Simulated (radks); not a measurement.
Numerical settings for neutral tellurium, [Kr] 4d10 5s2 5p4. All-electron calculation, scalar-relativistic Kohn-Sham, PBE, spin-polarised, spherical densities, point nucleus; open shells are filled with parallel spins first (spin-orbit coupling, left out, can overturn this in heavy ions). Program: a radial shooting solver on a logarithmic mesh with Libxc functionals. The defaults (mesh step 0.008 in ln r, mesh end at 40 bohr or more with all orbitals vanishing there, Anderson mixing 0.5 over 9 steps, residual threshold near 1e-9 with the energy settled to 1e-9 hartree or 1e-11 of itself, here a cap of 96 iterations) give E = -6794.5048 hartree and 5p at -5.199 eV in 14 iterations. Run on one thread of a shared host, so times are rough (Arm Neoverse N1): 0.31 s of CPU time, 0.31 s wall, 14 iterations on 2725 mesh points. Changes against that run (0 stands for a change within the tolerance of the run):

setting,iterations,converged,E (mhartree),e(5p) (meV),CPU (s)
mesh step in ln r 0.012,14,yes,0,0,0.21
mesh step in ln r 0.03,14,yes,+0.00575,0,0.1
mesh step in ln r 0.005,14,yes,0,0,0.48
mesh end (bohr) 5,13,yes,+127,+2.58e+03,0.25
mesh end (bohr) 20,14,yes,0,0,0.29
residual threshold 1e-16,96,no,0,0,0.99
residual threshold 0.001,9,yes,0,+0.0314,0.23
mixing 2.5,15,yes,0,0,0.33
"linear mixing, mixing 0.5",30,yes,0,0,0.54
"linear mixing, mixing 0.2",88,yes,0,0,1.4
mixing history 20,17,yes,0,0,0.36
iteration cap 5,5,no,+0.0845,-175,0.13

Settings that end as converged yet miss the energy by more than 1 mhartree: mesh end (bohr) 5 (+0.127 hartree). A mesh that ends early acts as a hard wall.
